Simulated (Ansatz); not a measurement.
Computed with Ansatz on PBE0-D4/def2-TZVP structures; ΔE is electronic, products minus reactants. CBS: MP2 limit from def2 TZ/QZ plus the TZ coupled-cluster correction, frozen cores. This one scheme is used for every species. DFT in def2-TZVPP. Each species was taken in one conformer, which may not be the lowest.

`NB[SiH2][SiH3]` + CH₄ → `C[SiH2]BN` + SiH₄  (formal exchange of groups at the Si–Si bond)

| species | ωB97X-V energy (Eh) |
| --- | --- |
| `NB[SiH2][SiH3]` | -663.36029 |
| CH₄ | -40.51649 |
| `C[SiH2]BN` | -412.02940 |
| SiH₄ | -291.84038 |

Problem. Work out ΔE.

Solution. ΔE = (-412.02940) + (-291.84038) − (-663.36029) − (-40.51649) = 0.00700 Eh = +18.4 kJ/mol. CCSD(T)/CBS gives +18.6 kJ/mol.

Largest T1 diagnostic among the species: 0.014.

From PBE to PBE0 (25 % exact exchange), in def2-TZVPP and without D4, ΔE moves by −3.5 kJ/mol. In def2-TZVPP, CCSD(T) changes the Hartree–Fock value by +10.0 kJ/mol (the triples alone add +1.8 kJ/mol) and MP2 by +6.0 kJ/mol.
